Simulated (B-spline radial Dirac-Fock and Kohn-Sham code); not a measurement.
# Two-hole binding energies of Gd

System: the Gd atom in the configuration 1s2 2s2 2p6 3s2 3p6 3d10 4s2 4p6 4d10 4f9 5s2 5p6 5d1 (an excited configuration).

Input file task.json (cfg lists n, l and occupation; rrms is the nuclear radius in fm):

```json
{"items": [{
  "Z": 64,
  "q": 0,
  "cfg": [[1, 0, 2], [2, 0, 2], [2, 1, 6], [3, 0, 2], [3, 1, 6], [3, 2, 10], [4, 0, 2], [4, 1, 6], [4, 2, 10], [4, 3, 9], [5, 0, 2], [5, 1, 6], [5, 2, 1]],
  "A": 158,
  "rrms": 5.1569,
  "do": ["binding", "quiet", "double"]
}]}
```

Run with: `python xray_run.py task.json out`

The computed values come from an atomic code on a B-spline grid: relaxed Dirac-Fock hole states (ΔSCF) with Breit and QED corrections and a finite nucleus. U is the two-hole binding energy less the two single-hole energies, the effective repulsion of the holes after relaxation. Each two-hole energy is an average over J within one jj subconfiguration.

| holes | E(a) (eV) | E(b) (eV) | E(ab) (eV) | U (eV) |
| --- | --- | --- | --- | --- |
| 1s⁻² | 50231.5 | 50231.5 | 101575.6 | 1112.7 |
| 1s⁻¹ 2p3/2⁻¹ | 50231.5 | 7236.5 | 57740.7 | 272.8 |
| 1s⁻¹ 3p1/2⁻¹ | 50231.5 | 1683.5 | 52002.1 | 87.1 |
| 1s⁻¹ 3d3/2⁻¹ | 50231.5 | 1209.1 | 51513.7 | 73.2 |
| 2s⁻¹ 2p1/2⁻¹ | 8374.7 | 7924.3 | 16460.3 | 161.3 |
| 2s⁻¹ 2p3/2⁻¹ | 8374.7 | 7236.5 | 15764.1 | 153.0 |
| 2p1/2⁻¹ 3d3/2⁻¹ | 7924.3 | 1209.1 | 9202.8 | 69.4 |
| 2p3/2⁻¹ 3s⁻¹ | 7236.5 | 1877.6 | 9176.6 | 62.6 |
| 3d3/2⁻² | 1209.1 | 1209.1 | ? | ? |
| 3d3/2⁻¹ 3d5/2⁻¹ | 1209.1 | 1178.6 | 2439.4 | 51.7 |
| 4d3/2⁻¹ 4d5/2⁻¹ | 146.3 | 140.7 | 303.5 | 16.5 |
| 4d5/2⁻² | 140.7 | 140.7 | 297.5 | 16.1 |
| 5p1/2⁻² | 25.40 | 25.40 | 61.16 | 10.4 |
| 5p1/2⁻¹ 5p3/2⁻¹ | 25.40 | 21.72 | 56.45 | 9.3 |

Q: Give the missing two-hole energy and U.

A: E(ab) = 2469.3 eV and U = 51.2 eV.
